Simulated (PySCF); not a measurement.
## UHF on Sb⁺ (antimony, charge +1)

Configuration: [Kr] 4d10 5s2 5p2, high-spin 3P determinant. All numbers are calculated (PySCF 2.14, a scalar-relativistic core potential, in def2-TZVP with the def2 core potential (28 electrons) (6s5p3d2f, 50 functions)).

| Property | Result |
| --- | --- |
| Total energy | -238.961828 hartree |
| One-electron energy | -412.4666 hartree |
| Hartree (Coulomb) energy | 191.7233 hartree |
| Exchange energy | -18.2186 hartree |
| ⟨S²⟩ | 2.0097 |
| ⟨L²⟩ | 2.027 |
| Sum of ⟨r⟩ | 26.92 bohr |
| Sum of ⟨r²⟩ | 46.13 bohr² |
| Traceless quadrupole moment −½Σ⟨3z² − r²⟩ along its main axis | 3.31 e·bohr² |
| Time after the integrals | 0.3 s of wall time on 1 thread of Neoverse-N1 (shared host) |

```tsv
shell	electrons	mean orbital energy (hartree)	spread (hartree)	rms radius, mean of both spins (bohr)
4s α	1	-6.84459	0	0.849
4s β	1	-6.83451	0	0.849
4p α	3	-4.91108	0.00494	0.917
4p β	3	-4.90099	0.02153	0.917
4d α	5	-1.93832	0.01444	1.10
4d β	5	-1.92885	0.02414	1.10
5s α	1	-0.98151	0	2.36
5s β	1	-0.81927	0	2.36
5p α	2	-0.60258	0	2.85
```

Energies and moments cover only the electrons outside the core potential.
